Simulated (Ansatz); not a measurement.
Two members of one family (Series SiHX3), computed with Ansatz in the gas phase. The two geometries come from different levels. Binding counts from free atoms in the multiplicity of their measured ground term, without zero-point energy. The structures are stationary points that may keep the symmetry of their start.

First: SiHF3 (singlet, charge 0, PBE0-D4/def2-TZVP geometry).

```
atom   x (Å)   y (Å)   z (Å)
 Si1   0.026   0.031   0.005
  H2   0.963   1.138   0.184
  F3   0.799  -1.311  -0.271
  F4  -0.932   0.306  -1.211
  F5  -0.856  -0.164   1.293
```

| level | HOMO (eV) | LUMO (eV) | gap (eV) | binding per atom (eV) |
| --- | --- | --- | --- | --- |
| PBE-D4/def2-SVP | -9.31 | 0.74 | 10.04 | 4.32 |
| revPBE-D4/def2-TZVP | -9.49 | 0.28 | 9.77 | 4.27 |
| r2SCAN-D4/def2-TZVP | -9.99 | 0.69 | 10.67 | 4.40 |
| PBE0-D4/def2-SVP | -11.09 | 1.75 | 12.84 | 4.17 |
| PBE0-D4/def2-TZVP | -11.22 | 1.04 | 12.26 | 4.30 |

Second: SiH(SiH3)3 (singlet, charge 0, PBE-D4/def2-SVP geometry).

```xyz
14

Si   -0.406    0.538    0.196
H    -1.280    1.695    0.620
Si   -1.637   -0.945   -1.154
H    -2.100   -0.264   -2.414
H    -2.838   -1.471   -0.414
H    -0.754   -2.106   -1.529
Si    0.368   -0.617    2.094
H    -0.777   -1.218    2.863
H     1.136    0.304    3.006
H     1.284   -1.727    1.647
Si    1.442    1.331   -1.024
H     0.992    2.100   -2.238
H     2.266    0.155   -1.477
H     2.305    2.225   -0.175
```

**Question.** Estimate how these quantities change from the first to the second (second minus first).

**Answer.** 
```
              level  Δ HOMO (eV)  Δ LUMO (eV)  Δ gap (eV)  Δ binding per atom (eV)
    PBE-D4/def2-SVP         2.33        -1.64       -3.97                    -1.40
revPBE-D4/def2-TZVP         2.57        -1.32       -3.89                    -1.37
r2SCAN-D4/def2-TZVP         2.79        -1.58       -4.37                    -1.42
   PBE0-D4/def2-SVP         3.02        -1.87       -4.89                    -1.25
  PBE0-D4/def2-TZVP         3.22        -1.36       -4.58                    -1.36
```
